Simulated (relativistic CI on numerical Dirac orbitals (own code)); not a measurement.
**Nb³⁺ (4d2) in a crystal field**

Calculated by Dirac-Coulomb-Breit CI, KLI orbitals optimised for each configuration, a model potential for QED, valence Slater integrals scaled by 0.7, one configuration in a parametric crystal field (own radial code).

Field parameters in Wybourne normalisation: Td as Oh with Dq negative (B⁴₀ = 21Dq, B⁴₄ = √(5/14) B⁴₀). The field is a parameter set, without covalency.

S is read from ⟨S²⟩ = S(S + 1).

Site symmetry Td; labels are those of the double group. Computed levels in cm⁻¹ above the lowest, in rising order:

| Δ (size of 10Dq) | Lowest | No. 2 | No. 3 | No. 4 | No. 5 | No. 6 | No. 7 | No. 8 |
| --- | --- | --- | --- | --- | --- | --- | --- | --- |
| 2650 | T2 | 2451 E | 2657 A2 | 2828 T2 | 2958 T1 | 4647 T2 | 4923 E | 5424 T1 |
| 4800 | T2 | 4620 E | 4682 A2 | 4829 T2 | 5031 T1 | 7845 E | 7892 T2 | 8590 T1 |
| 6900 | T2 | 6571 E | 6732 A2 | 6870 T2 | 7101 T1 | 8720 E | 10877 T2 | 11067 E |
| 9050 | T2 | 7884 E | 8854 A2 | 8987 T2 | 9234 T1 | 9652 E | 13621 A1 | 13671 T2 |
| 11150 | T2 | 8236 E | 10936 A2 | 11067 T2 | 11324 T1 | 11446 E | 14660 A1 | 16197 T2 |
| 13300 | T2 | 8348 E | 13074 A2 | 13204 T2 | 13467 T1 | 13515 E | 15086 A1 | 18642 T2 |
| 15400 | T2 | 8400 E | 15165 A2 | 15294 T2 | 15348 A1 | 15562 T1 | 15582 E | 20942 T2 |
| 17550 | T2 | 8433 E | 15549 A1 | 17308 A2 | 17437 T2 | 17708 T1 | 17715 E | 23241 T2 |
| 19650 | T2 | 8454 E | 15704 A1 | 19403 A2 | 19532 T2 | 19805 T1 | 19805 E | 25442 T1 |

Ground-state S against |10Dq| in cm⁻¹: 2650: 1.00, 4800: 1.00, 6900: 1.00, 9050: 1.00, 11150: 1.00, 13300: 1.00, 15400: 1.00, 17550: 1.00, 19650: 1.00.

No abrupt spin change occurs in this range.
